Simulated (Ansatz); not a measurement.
`[NH2][GaH][Br]` + NH₃ → `[NH2][GaH][NH2]` + HBr  (ligand exchange at a Ga–Br bond)

Gas-phase electronic energies from Ansatz, PBE0-D4/def2-TZVP geometries. CCSD(T)/CBS adds triple-zeta CCSD(T) − MP2 to the extrapolated MP2 energy (def2 sets, frozen cores). This one scheme is used for every species. DFT in def2-TZVPP. HSE06 is defined as in plane-wave codes. For Br, Ga outer-core shells are correlated without core-valence functions, which leaves a few kJ/mol of doubt a bond. Scalar relativity is left out up to krypton. Each species was taken in one conformer, which may not be the lowest.

`[NH2][GaH][Br]`:

Cartesian coordinates in Å:
```
N -0.436 -0.457 0.813
Ga 0.449 0.128 -0.641
Br -0.064 2.283 -1.235
H -0.329 -1.375 1.207
H -1.094 0.111 1.318
H 1.473 -0.691 -1.462
```

NH₃:

Z-matrix (Å, degrees):
```
N
H 1 1.013
H 1 1.013 2 107.1
H 1 1.013 2 107.1 3 -114.5
```

`[NH2][GaH][NH2]`:

Cartesian coordinates in Å:
```
N -1.115 0.144 -1.104
Ga -0.144 0.516 0.385
N 1.244 -0.591 0.766
H -0.962 -0.648 -1.703
H -1.927 0.669 -1.376
H -0.485 1.729 1.292
H 1.863 -0.449 1.543
H 1.527 -1.370 0.198
```

HBr:

Cartesian coordinates in Å:
```
Br -0.333 -0.622 -0.079
H 0.333 0.622 0.079
```

```tsv
level	ΔE (kJ/mol)
HSE06-D4	107.3
SCS-MP2/def2-TZVPP	100.0
```

Problem. What does CCSD(T)/CBS give? (Best estimate.)

Solution. Ansatz gave: +98.7 kJ/mol. The listed levels differ from it by 8.6, 1.3 kJ/mol.

Largest T1 diagnostic among the species: 0.013.

From PBE to PBE0 (25 % exact exchange), in def2-TZVPP and without D4, ΔE moves by +3.8 kJ/mol. Leaving LDA and LC-ωPBE aside and taking each functional with its dispersion term where it has one, the values, not all of them listed here, spread over 11.0 kJ/mol, from CAM-B3LYP-D4 to BHLYP-D4. LDA lies −10.2 kJ/mol from PBE without D4. In def2-TZVPP, CCSD(T) changes the Hartree–Fock value by −15.3 kJ/mol (the triples alone add −0.6 kJ/mol) and MP2 by −13.6 kJ/mol.
